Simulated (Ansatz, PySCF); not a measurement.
This triplet lies 0.35 eV below the relaxed singlet at the level frozen-core CCSD(T)/cc-pVTZ // PBE0-D3(BJ)/def2-TZVP (Ansatz, a program for electronic structure).

Cartesian coordinates (Å):
SMILES: [SiH3][C]Cl
```xyz
6

Si    -0.5937     0.0032    -0.0236
C      1.1619    -0.4618    -0.2262
Cl     2.6524     0.1028     0.1751
H     -1.4022    -1.0470    -0.6868
H     -0.9540     0.0802     1.4188
H     -0.8644     1.3226    -0.6574
```
Charge 0, spin multiplicity 3.

Problem. Predict the total energy, highest occupied spin orbital and dipole moment from PBE0-D3(BJ)/def2-TZVP in PySCF 2.14.0.

Solution. 
```json
{
 "total_energy": "-789.1942 Ha",
 "highest_occupied_spin_orbital": "-6.50 eV",
 "dipole_moment": "0.47 D"
}
```
